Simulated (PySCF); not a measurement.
Fractional electron number in Au (gold, neutral)

The 6s alpha orbital of [Xe] 4f14 5d10 6s1 is emptied in steps (occupation f), with all orbitals relaxed, ending at [Xe] 4f14 5d10. Computed with PySCF 2.14 in def2-TZVP with the def2 core potential (60 electrons), with a scalar-relativistic core potential. The exact energy is a straight line in f; departures are measured from the line between the end points of the same method.

```csv
f,UHF (eV),LDA (eV),PBE (eV),PBE0 (eV),r2SCAN (eV),LC-wPBE (eV),BHandHLYP (eV),wB97X (eV),MN15 (eV),BLYP (eV)
1,0.000,0.000,0.000,0.000,0.000,0.000,0.000,0.000,0.000,0.000
0.75,0.048,-0.677,-0.664,-0.475,-0.601,-0.014,-0.314,-0.071,-0.354,-0.680
0.5,0.062,-0.908,-0.892,-0.637,-0.808,-0.019,-0.421,-0.095,-0.468,-0.913
0.25,0.045,-0.685,-0.673,-0.480,-0.610,-0.014,-0.317,-0.071,-0.346,-0.690
0,0.000,0.000,0.000,0.000,0.000,0.000,0.000,0.000,0.000,0.000
```

**Question.** For BLYP, how does the orbital energy at f = 1 compare with the removal energy?

**Answer.** −ε = 5.908 eV against a total-energy difference of 9.505 eV. By Janak's theorem ε = ∂E/∂f, so the gap between them reflects the curvature. Along the path −ε is 7.671 (f = 0.75), 9.478 (f = 0.5), 11.326 (f = 0.25) eV.

```csv
method,E(f=0) − E(f=1) (eV),−ε at f=1 (eV),−ε at f=0.5 (eV)
UHF,7.684,7.946,7.676
LDA,9.889,6.306,9.867
PBE,9.529,6.014,9.503
PBE0,9.214,6.691,9.203
r2SCAN,9.484,6.310,9.461
LC-wPBE,8.887,8.810,8.886
BHandHLYP,8.906,7.241,8.896
wB97X,8.848,8.470,8.850
MN15,9.496,7.595,9.518
BLYP,9.505,5.908,9.478
```

Reference removal energy between the ground levels: 9.226 eV (measured; NIST Atomic Spectra Database, ionization energies). UHF lacks correlation.
